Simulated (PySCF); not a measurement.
Continuum solvent and chemical shifts

Bonds (- single, = double, # triple, : aromatic): C1#C2, C2-C3, C3=C4, C3-N5, N5-Si6, N5-Si7, Si7-N8, N8-C9, N8-C10. C1 carries H11; C4 carries H12, H13; Si6 carries H14, H15, H16; Si7 carries H17, H18; C9 carries H19, H20, H21; C10 carries H22, H23, H24. H13 is cis to C2; H12 is trans to C2.

GIAO PBE0/pcSseg-1 in PySCF 2.14 on one PBE0-D3(BJ)/def2-SVP conformer, non-relativistic, equivalent nuclei averaged. Solvents enter as an IEF-PCM continuum (acetonitrile with ε = 35.7, water with ε = 78.4) around the gas-phase geometry. Shifts are referred to TMS computed in the same medium.

Gas phase, δ in ppm: C3 139.9, C4 112.2, C1 87.0, C2 84.7, C9/C10 39.9, Si7 -26.2, Si6 -51.7, H13 5.21, H17/H18 4.91, H12 4.74, H14/H15/H16 4.74, H11 3.11, H19/H20/H21/H22/H23/H24 2.51. Dipole moment 1.08 D.

(1) How does each δ change in the continuum?

(2) Which of the listed nuclei move most (in ppm), and what does the model miss? (N and O are left out, as their reference compounds move with the solvent too.)

## Answers

(1) 
| atoms | environment | Δδ, acetonitrile | Δδ, water |
| --- | --- | --- | --- |
| C3 | alkene carbon bearing nitrogen | +0.7 | +0.7 |
| C4 | β carbon of an enol-ether or enamine type C=C | +1.6 | +1.7 |
| C1 | terminal alkyne carbon | +3.0 | +3.1 |
| C2 | alkyne carbon | +0.8 | +0.8 |
| C9/C10 | methyl carbon bonded to N | +0.6 | +0.6 |
| Si7 | silicon bonded to 2 N, 2 H | -0.6 | -0.6 |
| Si6 | silicon bonded to N, 3 H | +0.2 | +0.3 |
| H13 | hydrogen on a β carbon of an enol-ether or enamine type C=C | +0.15 | +0.15 |
| H17/H18 | hydrogen on a silicon bonded to 2 N | -0.03 | -0.03 |
| H12 | hydrogen on a β carbon of an enol-ether or enamine type C=C | +0.21 | +0.22 |
| H14/H15/H16 | hydrogen on a silicon bonded to N | -0.06 | -0.06 |
| H11 | hydrogen on a terminal alkyne carbon | +0.53 | +0.54 |
| H19/H20/H21/H22/H23/H24 | hydrogen on a methyl carbon bonded to N | +0.05 | +0.05 |

Changes are relative to the gas phase. The dipole moment becomes 1.27 D in acetonitrile, 1.27 D in water.

(2) C1 (terminal alkyne carbon, +3.1 ppm) in water. A continuum only polarises the solute; specific hydrogen bonds, the anisotropy of aromatic solvents and changes of geometry or conformer are outside it.
